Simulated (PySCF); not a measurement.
I2, optimised at GFN2-xTB:

```xyz
2

I      0.0027    -0.9817     0.9002
I     -0.0027     0.9817    -0.9002
```

Method: PySCF energies (xtb for GFN2) plus ideal-gas RRHO corrections (1 bar). All species are closed-shell singlets. I: scalar-relativistic def2 core potential, no spin-orbit coupling.

List the harmonic frequencies (cm⁻¹, unscaled) at this level and at the other levels, each on its own geometry.


- GFN2-xTB: 253
- PBE/def2-SVP: 207
- PBE0/def2-TZVP: 226
